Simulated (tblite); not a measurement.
Task: What does the GFN2-xTB structure of `CC1=CC=C([S])S1` [radical] look like in three dimensions? (Doublet state.)

Result: 
Z-matrix in Å and degrees, rows numbered from 1:
```
C 
C   1  1.4821
C   2  1.3774  1  127.61
C   3  1.3913  2  113.72  1  -179.91
C   4  1.3892  3  113.51  2     0.03
S   5  1.6725  4  127.89  3   179.96
S   2  1.7245  1  120.79  3  -179.89
H   1  1.0899  2  110.51  3   120.59
H   1  1.0871  2  110.28  3    -0.05
H   1  1.0899  2  110.53  3  -120.74
H   3  1.0760  2  122.57  1     0.13
H   4  1.0748  3  124.94  2  -179.99
```

C4 (carbon bonded to 2 C and H) is planar (angles 124.9°, 121.6° and 113.5°, sum 360.0°, 0.00 Å off the plane of its three neighbours). C3 (carbon bonded to 2 C and H) is planar (angles 123.7°, 122.6° and 113.7°, sum 360.0°, 0.00 Å off the plane of its three neighbours). C5 (carbon bonded to C and 2 S) is planar (angles 127.9°, 122.3° and 109.8°, sum 360.0°, 0.00 Å off the plane of its three neighbours). The 4 C–C bonds span 1.377 Å (C2–C3, aromatic) to 1.482 Å (C1–C2, drawn single), a spread of 0.105 Å.

The geometry is computed with GFN2-xTB (gas phase). This method treats the open shell by occupation alone, without spin polarisation.

Point group: Cs (tolerance 0.08 Å). Its GFN2-xTB frequencies are all real (lowest 40 cm⁻¹).
